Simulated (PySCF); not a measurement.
This script is equivalent to a calculation on Mn⁺ (manganese, charge +1).

```python
from pyscf import gto, scf, dft, mp, cc
import basis_set_exchange as bse
mol = gto.M(atom="Mn 0 0 0", charge=1, spin=6, symmetry="D2h",
            basis=gto.basis.parse(bse.get_basis("cc-pVDZ-DK", elements=["Mn"], fmt="nwchem", header=False)),
            nucmod="G")
mf = scf.UHF(mol).sfx2c1e()
mf.irrep_nelec = {'Ag': (6, 3), 'B1g': (1, 0), 'B2g': (1, 0), 'B3g': (1, 0), 'B1u': (2, 2), 'B2u': (2, 2), 'B3u': (2, 2)}
mf.kernel()
```

**Question.** What total energy does it give?

**Answer.** -1157.16068 hartree (calculated).

**Question.** Which occupied shell lies highest, and where?

**Answer.** 4s α, at -14.994 eV.

**Question.** What is ⟨S²⟩, and what would a pure spin state give?

**Answer.** 12.000, against 12.00.
